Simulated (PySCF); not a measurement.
Species: C₄H₇N₃Si.
InChI=1S/C4H7N3Si/c1-2-7-5-3-4(8)6-7/h2-3H,1H2,8H3

All values: wB97X-D/def2-SVPD (PySCF, non-relativistic), on one gas-phase PBE0-D3(BJ)/def2-SVP geometry that isn't relaxed in the solvent. The solvent is an IEF-PCM continuum (van der Waals radii × 1.2), and excitations are vertical TDDFT with non-equilibrium linear response and a frozen core. The model holds no explicit solvent molecules, cavitation or dispersion.

Gas-phase singlets (H = HOMO, L = LUMO):

```
state  E (eV)  λ (nm)      f  leading configurations
   S1   5.358     231  0.525                 H→L 96%
   S2   5.961     208  0.000               H-2→L 93%
   S3   6.622     187  0.007               H-3→L 87%
   S4   6.769     183  0.002    H-1→L 63%, H→L+1 28%
   S5   7.222     172  0.121    H→L+1 62%, H-1→L 27%
```

Question: What are the lowest 5 singlets in chloroform (ε = 4.711)?

Answer: 
| state | E (eV) | λ (nm) | f | leading configurations | change by rank (eV) |
| --- | --- | --- | --- | --- | --- |
| S1 | 5.175 | 240 | 0.632 | H→L 97% | -0.183 |
| S2 | 6.059 | 205 | 0.000 | H-2→L 92% | +0.098 |
| S3 | 6.657 | 186 | 0.010 | H-3→L 87% | +0.035 |
| S4 | 6.762 | 183 | 0.005 | H-1→L 54%, H→L+1 37% | -0.007 |
| S5 | 7.165 | 173 | 0.162 | H→L+1 53%, H-1→L 33% | -0.057 |

Question: The ground-state energy changes by -0.130 eV from gas to chloroform. By how much does the total energy of gas-phase S1 change?

Answer: E(S1) = E(S0) + excitation energy, so it changes by -0.130 − 0.183 = -0.313 eV: it is lowered more than the ground state, which is what a red shift means. This is the vertical state, with the slow part of the continuum still set for S0.

Question: How do the frontier levels move from gas to chloroform?

Answer: 
```csv
orbital,gas (eV),solvent (eV),change (eV)
LUMO+2,2.11,2.16,+0.05
LUMO+1,2.03,2.04,+0.01
LUMO,0.37,0.36,-0.01
HOMO,-8.94,-8.91,+0.03
HOMO-1,-10.57,-10.64,-0.07
HOMO-2,-10.77,-10.90,-0.13
HOMO-3,-11.17,-11.23,-0.06
```

The HOMO–LUMO gap goes from 9.31 to 9.27 eV.

Time: 76 s; peak memory 1.0 GiB. Hardware: one thread of an Arm Neoverse N1, no GPU, shared host. This is the whole response run at wB97X-D/def2-SVPD in chloroform, SCF included.

The values belong to the conformer `[CH2:1]=[CH:2][n:3]1[n:4][cH:5][c:6]([SiH3:7])[n:8]1`: C1–C2–N3–N4 0°.

Note: wB97X-D ran without an empirical dispersion term, which enters the total energy and its gradient alone.
